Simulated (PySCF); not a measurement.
Isomers of C5H8O3SSi, one GFN2-xTB conformer each. Single-point energies are computed at PBE0/pcSseg-1 (PySCF, gas phase, no added dispersion term), electronic only.

| SMILES | GFN2-xTB relative energy (kcal/mol) |
| --- | --- |
| O=CO/C=C/[Si@@H]1OCCS1 | 0.0 |
| C=C(OC=O)[SiH2]OC(C)=S | 14.4 |
| C=C([SiH2]OC(C)=S)C(=O)O | 9.9 |

Conformers: `[O:1]=[CH:2][O:3]/[CH:4]=[CH:5]/[Si@@H:6]1[O:7][CH2:8][CH2:9][S:10]1` with O1–C2–O3–C4 0°, C2–O3–C4–C5 -178°, C4–C5–Si6–O7 7°, C5–Si6–O7–C8 -113°, Si6–O7–C8–C9 -30°, O7–C8–C9–S10 43°, C8–C9–S10–Si6 -33°; `[CH2:1]=[C:2]([O:3][CH:4]=[O:5])[SiH2:6][O:7][C:8]([CH3:9])=[S:10]` with C1–C2–O3–C4 -164°, C2–O3–C4–O5 3°, C1–C2–Si6–O7 -124°, C2–Si6–O7–C8 -93°, Si6–O7–C8–C9 -55°; `[CH2:1]=[C:2]([SiH2:3][O:4][C:5]([CH3:6])=[S:7])[C:8](=[O:9])[OH:10]` with C1–C2–Si3–O4 -118°, C2–Si3–O4–C5 -178°, Si3–O4–C5–C6 176°, C1–C2–C8–O9 -170°, C2–C8–O10–H 180°.

Q: What does PBE0/pcSseg-1 give for the same structures?

A: 
```json
{"SMILES": "O=CO/C=C/[Si@@H]1OCCS1", "PBE0/pcSseg-1 E (Eh)": "-1107.94787", "PBE0/pcSseg-1 (kcal/mol)": "0.0", "GFN2-xTB (kcal/mol)": "0.0", "point group": "C1"}
{"SMILES": "C=C([SiH2]OC(C)=S)C(=O)O", "PBE0/pcSseg-1 E (Eh)": "-1107.93307", "PBE0/pcSseg-1 (kcal/mol)": "9.3", "GFN2-xTB (kcal/mol)": "9.9", "point group": "C1"}
{"SMILES": "C=C(OC=O)[SiH2]OC(C)=S", "PBE0/pcSseg-1 E (Eh)": "-1107.89797", "PBE0/pcSseg-1 (kcal/mol)": "31.3", "GFN2-xTB (kcal/mol)": "14.4", "point group": "C1"}
```

Both levels put the same isomer lowest; measured from each level's own lowest isomer, the values differ by up to 16.9 kcal/mol (C=C(OC=O)[SiH2]OC(C)=S: 14.4 against 31.3). As drawn, the highest has a C=S bond, which the lowest lacks.

Q: Which frontier levels, dipoles and rotational constants go with these structures?

A: 
```json
{"SMILES": "O=CO/C=C/[Si@@H]1OCCS1", "HOMO (eV, PBE0/pcSseg-1)": "-6.94", "LUMO (eV)": "-1.13", "dipole (D)": "0.44", "A, B, C (MHz)": "2073, 454.2, 419.6"}
{"SMILES": "C=C([SiH2]OC(C)=S)C(=O)O", "HOMO (eV, PBE0/pcSseg-1)": "-6.62", "LUMO (eV)": "-1.83", "dipole (D)": "3.88", "A, B, C (MHz)": "1995, 511.9, 461.5"}
{"SMILES": "C=C(OC=O)[SiH2]OC(C)=S", "HOMO (eV, PBE0/pcSseg-1)": "-6.25", "LUMO (eV)": "-1.41", "dipole (D)": "3.65", "A, B, C (MHz)": "1609, 700.7, 644.7"}
```
